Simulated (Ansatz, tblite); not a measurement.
Adding an electron: GeSe2⁺ (the lowest doublet isomer of a short search). Charge 1, multiplicity 2. Geometry: PBE0-D4/def2-TZVP. Ansatz, gas phase; energy differences of separate SCF runs; the reduced species is a singlet (the triplet lies 1.15 eV higher at PBE0-D4/def2-TZVP).

Cartesian coordinates in Å:
```
Ge 0.8973 -1.1048 -0.1365
Se 0.3559 1.1359 0.6318
Se -1.2531 -0.0311 -0.4953
```

The xTB rows come from tblite. The structure comes from a short search, and lower isomers may exist.

(1) Estimate orbital energies and vertical electron affinities at: GFN1-xTB; GFN2-xTB; PBE-D4/def2-TZVP; r2SCAN-D4/def2-TZVP; PBE0-D4/def2-TZVP.

Answers

(1) 
```
              level  −HOMO (eV)  −LUMO (eV)  vertical EA (eV)  HOMO–LUMO gap (eV)
           GFN1-xTB           –           –             12.30                   –
           GFN2-xTB           –           –             12.63                   –
   PBE-D4/def2-TZVP       11.50       10.53              7.63                0.96
r2SCAN-D4/def2-TZVP       11.89       10.45              7.74                1.43
  PBE0-D4/def2-TZVP       12.70        9.69              7.73                3.01
```

  HOMO and LUMO are the levels of the spin that leaves or enters (xTB has no such levels and no spin-polarisation term). Other spin states of the ions may lie lower, which would lower the ionisation energy or raise the affinity. Raw xTB energy differences between charge states are shifted by several eV; the methods need an empirical correction for them.
